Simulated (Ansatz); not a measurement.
Consider the ligand exchange at a B–O bond: `CB(C)O` + `O[SiH3]` → `CB(C)O[SiH3]` + H₂O.

Program: Ansatz. Geometries: PBE0-D4/def2-TZVP. ΔE: electronic, gas phase. CCSD(T)/CBS is the MP2 limit (def2-TZVPP, def2-QZVPP) plus CCSD(T) − MP2 in def2-TZVPP, frozen cores. This one scheme is used for every species. Functionals use def2-TZVPP. B3LYP here is the variant with VWN-RPA as its local correlation; programs differ in this. One conformer a species, not always the lowest.

```tsv
level	ΔE (kJ/mol)	difference from CCSD(T)/CBS
LDA (SPW92)	8.7	8.7
PBE-D4	6.3	6.3
revPBE-D4	3.3	3.3
BLYP-D4	2.8	2.8
r2SCAN-D4	5.3	5.3
B97M-V	5.1	5.1
PBE0-D4	4.0	4.0
B3LYP-D4	1.8	1.8
r2SCAN0-D4	3.6	3.6
BHLYP-D4	-0.2	-0.2
CAM-B3LYP-D4	3.9	3.9
ωB97X-V	4.7	4.7
ωB97M-V	4.6	4.6
B2PLYP	7.2	7.2
PBE-QIDH	4.9	4.9
PBE	11.7	11.7
revPBE	13.5	13.5
BLYP	13.1	13.1
r2SCAN	7.1	7.1
PBE0	8.9	8.9
B3LYP	10.3	10.3
r2SCANh	6.5	6.5
r2SCAN0	5.7	5.7
BHLYP	7.3	7.3
LC-ωPBE	8.7	8.7
RPA@PBE/def2-TZVPP	3.4	3.4
HF/def2-SVP	8.3	8.3
MP2/def2-SVP	9.9	9.9
CCSD/def2-SVP	9.4	9.4
CCSD(T)/def2-SVP	9.3	9.3
HF/def2-TZVPP	5.1	5.1
SCS-MP2/def2-TZVPP	3.5	3.5
CCSD/def2-TZVPP	3.0	3.0
CCSD(T)/def2-TZVPP	2.7	2.7
HF/def2-QZVPP	4.1	4.1
MP2/def2-QZVPP	0.6	0.6
SCS-MP2/def2-QZVPP	1.8	1.8
HF/CBS(def2)	4.0	4.0
MP2/CBS(def2)	-0.2	-0.2
CCSD/CBS(def2)	0.3	0.3
CCSD(T)/CBS	0.0	0
```

Largest T1 diagnostic among the species: 0.011.

The D4 term adds −8.4 kJ/mol with B3LYP and −4.9 kJ/mol with PBE0; it sums over pairs of atoms, weighted by their polarisabilities, and B3LYP, whose exchange is more repulsive, gets the larger term. From BLYP to BHLYP (50 % exact exchange), in def2-TZVPP and without D4, ΔE moves by −5.8 kJ/mol. At CCSD(T), def2-SVP lies +9.3 kJ/mol from the extrapolated value and def2-TZVPP +2.7 kJ/mol.
